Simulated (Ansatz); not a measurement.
Calculated with Ansatz (gas phase, PBE0-D4/def2-TZVP geometries, no zero-point term in ΔE). CCSD(T)/CBS is the MP2 limit (def2-TZVPP, def2-QZVPP) plus CCSD(T) − MP2 in def2-TZVPP, frozen cores. This one scheme is used for every species. DFT in def2-TZVPP. B3LYP here is the variant with VWN-RPA as its local correlation; programs differ in this. One conformer a species, not always the lowest.

Reaction (ligand exchange at the Si–S bond): `O[SiH2]S[Si](O)(O)O` + `F[Si](S)(Cl)Cl` → `O[SiH2]S[Si](F)(Cl)Cl` + `O[Si](O)(O)S`

`O[SiH2]S[Si](O)(O)O`:

```xyz
13

O    -1.445   -1.269   -0.358
Si   -1.441   -0.765    1.213
S    -0.016    0.806    1.503
Si    1.004    0.572   -0.364
O     2.254    1.607   -0.376
O    -0.011    0.972   -1.592
O     1.521   -0.943   -0.625
H    -1.479   -0.580   -1.033
H    -2.758   -0.237    1.645
H    -1.082   -1.967    1.997
H     2.918    1.528    0.310
H    -0.295    1.888   -1.624
H     0.831   -1.610   -0.696
```

`F[Si](S)(Cl)Cl`:

Z-matrix (Å, degrees):
```
Si
S 1 2.099
Cl 1 2.021 2 107.3
F 1 1.581 2 111.6 3 -118.5
Cl 1 2.027 2 112.9 3 122.3
H 2 1.346 1 92.8 3 -175.8
```

`O[SiH2]S[Si](F)(Cl)Cl`:

Cartesian coordinates in Å:
```
O 0.070 -1.403 -1.760
Si -0.408 0.137 -1.501
S 0.982 1.247 -0.268
Si 0.449 0.391 1.562
F 0.206 -1.173 1.364
Cl 1.949 0.629 2.896
Cl -1.270 1.120 2.347
H 0.135 -1.978 -0.994
H -0.379 0.827 -2.804
H -1.734 0.203 -0.843
```

`O[Si](O)(O)S`:

Cartesian coordinates in Å:
```
O -0.920 1.198 0.538
Si -0.005 -0.068 0.075
O -1.019 -1.107 -0.667
O 0.711 -0.903 1.283
S 1.570 0.707 -1.121
H -1.836 1.001 0.745
H -0.675 -1.973 -0.894
H 1.395 -0.454 1.782
H 0.779 1.598 -1.740
```

| level | ΔE (kcal/mol) | difference from CCSD(T)/CBS |
| --- | --- | --- |
| PBE-D4 | 1.0 | 0.4 |
| r2SCAN-D4 | 1.1 | 0.5 |
| PBE0-D4 | 0.9 | 0.3 |
| B3LYP-D4 | 0.7 | 0.1 |
| ωB97X-V | 0.7 | 0.1 |
| ωB97M-V | 0.9 | 0.3 |
| B2PLYP | 0.3 | -0.3 |
| PBE | 0.6 | 0.0 |
| r2SCAN | 1.0 | 0.4 |
| PBE0 | 0.6 | 0.0 |
| B3LYP | 0.0 | -0.6 |
| HF/def2-TZVPP | -0.9 | -1.5 |
| MP2/def2-TZVPP | 0.7 | 0.1 |
| SCS-MP2/def2-TZVPP | 0.4 | -0.2 |
| CCSD/def2-TZVPP | 0.5 | -0.1 |
| CCSD(T)/def2-TZVPP | 0.8 | 0.2 |
| HF/def2-QZVPP | -1.0 | -1.6 |
| MP2/def2-QZVPP | 0.5 | -0.1 |
| SCS-MP2/def2-QZVPP | 0.2 | -0.4 |
| HF/CBS(def2) | -1.0 | -1.6 |
| MP2/CBS(def2) | 0.4 | -0.2 |
| CCSD/CBS(def2) | 0.2 | -0.4 |
| CCSD(T)/CBS | 0.6 | 0 |

Largest T1 diagnostic among the species: 0.012.

In def2-TZVPP, CCSD(T) changes the Hartree–Fock value by +1.8 kcal/mol (the triples alone add +0.4 kcal/mol) and MP2 by +1.6 kcal/mol. The D4 term adds +0.7 kcal/mol with B3LYP and +0.3 kcal/mol with PBE0; it sums over pairs of atoms, weighted by their polarisabilities, and B3LYP, whose exchange is more repulsive, gets the larger term.
